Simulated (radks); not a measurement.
Values are calculated unless marked as measured or tabulated.
Species: Re. Configuration: [Xe] 4f14 5d5 6s2. Level of theory: non-relativistic Kohn-Sham, PBEsol, spin-polarised, spherical densities, point nucleus; open shells are filled with parallel spins first (spin-orbit coupling, left out, can overturn this in heavy ions); relativity is left out, which matters for an element this heavy (a radial shooting solver on a logarithmic mesh with Libxc functionals).

Unscreened Slater integrals over Kohn-Sham orbitals (hartree). They are taken over the spin-up orbitals.

integral       value
F0(6s,6s)    0.27284
F0(6s,5d)    0.32783
G2(6s,5d)   0.069535
F0(6s,5p)    0.34445
G1(6s,5p)   0.020945
F0(6s,4f)    0.36211
G3(6s,4f)  0.0082467
F0(5d,5d)    0.49874
F2(5d,5d)    0.25389
F4(5d,5d)    0.16602
F0(5d,5p)    0.57897
F2(5d,5p)    0.28159
G1(5d,5p)    0.33955
G3(5d,5p)    0.20856
F0(5d,4f)    0.65616
F2(5d,4f)    0.14158
F4(5d,4f)   0.064594
G1(5d,4f)   0.048370
G3(5d,4f)   0.043847
G5(5d,4f)   0.034596
F0(5p,5p)    0.71563
F2(5p,5p)    0.38584
F0(5p,4f)    0.88671
F2(5p,4f)    0.26395
G2(5p,4f)    0.10222
G4(5p,4f)   0.085313
F0(4f,4f)     1.6264
F2(4f,4f)    0.79520
F4(4f,4f)    0.50361
F6(4f,4f)    0.36368

Derived for the open shells (J is the average intra-shell exchange parameter used in DFT+U). 5d: Racah B = F2/49 - 5 F4/441 = 0.003299 hartree, C = 35 F4/441 = 0.01318 hartree, C/B = 3.99, F4/F2 = 0.654, J = (F2 + F4)/14 = 0.02999 hartree.
